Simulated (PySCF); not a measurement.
Radial density of Au (gold, neutral)

M06-2X, [Xe] 4f14 5d10 6s1, 2S determinant. Computed with PySCF 2.14 in def2-TZVP with the def2 core potential (60 electrons), with scalar relativity through the core potential. This is the valence pseudo-density: the core potential removes the inner electrons and smooths the orbitals near the nucleus.

| r (bohr) | 4πr²ρ (e/bohr) | 4πr²(ρα − ρβ) |
| --- | --- | --- |
| 0.139 | 9.697e-05 | 0.0000 |
| 0.234 | 0.003209 | 0.0000 |
| 0.394 | 0.2593 | 0.0035 |
| 0.662 | 7.843 | 0.0560 |
| 1.11 | 16.08 | -0.0865 |
| 1.87 | 5.388 | 0.4034 |
| 3.15 | 0.9323 | 0.3243 |
| 5.30 | 0.05943 | 0.0379 |
| 8.91 | 0.0004265 | 0.0004 |

Energies and moments cover only the electrons outside the core potential. Spin-orbit coupling, which splits the p, d and f shells strongly at this Z, is absent.

Problem. Where is the radial spin density 4πr²(ρα − ρβ) most negative, and why is it negative at all?

Solution. Around r = 1.11 bohr, down to -0.0865 e/bohr: exchange with the open shell polarises the paired shells in an unrestricted calculation.
